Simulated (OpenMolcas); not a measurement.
**Cu2+: the spin-orbit constant, worked from levels**

| Quantity | Value |
| --- | --- |
| Program | OpenMolcas |
| Basis | ANO-RCC-VTZP [6s5p3d2f1g] |
| Scalar Hamiltonian | DKH2, point nucleus |
| Active space | 9 electrons in 6 orbitals (3d 4s) |
| State averaging | 2S+1 = 4 even, 10 roots; 2S+1 = 2 even, 29 roots |
| Spin-orbit coupling | state interaction with AMFI integrals over the reference wave functions, term energies averaged over their components |

Methods: CASSCF; MS-CASPT2, IPEA 0.25 Eh, imaginary shift 0.1 Eh (closed shells correlated: 3s 3p). Measured levels: Sugar and Musgrove, J. Phys. Chem. Ref. Data 19, 527 (1990).

**The spin-orbit constant.** For the Hund term ²D of d9, E(J) = (A/2) J(J+1) + constant and ζ = -2S·A = -A. From J = 3/2 to J = 5/2 the energy changes by 2.5 A.

```csv
Source,E(5/2) - E(3/2),A,ζ
CASSCF,-2185.5,-874.2,874
MS-CASPT2,-2185.5,-874.2,874
measured,-2071.7,-828.7,829
```

All in cm-1. MS-CASPT2 is off by +5.5 % and CASSCF by +5.5 %. Both methods take the spin-orbit matrix elements from the reference wave functions, so the second can move ζ only through the term energies and any multistate remixing.

Without dynamic correlation excited terms often stand tens of per cent too high (terms of higher spin than the ground term too low), and those without a measured partner can miss by more than the paired ones (holds for CASSCF). Computed and measured levels are paired by configuration, term and J; levels that our copy of the source lacks, or whose pairing is in doubt (as where it misses far off the trend of its configuration), stay unpaired and out of the deviations. Only configurations of the active space appear.
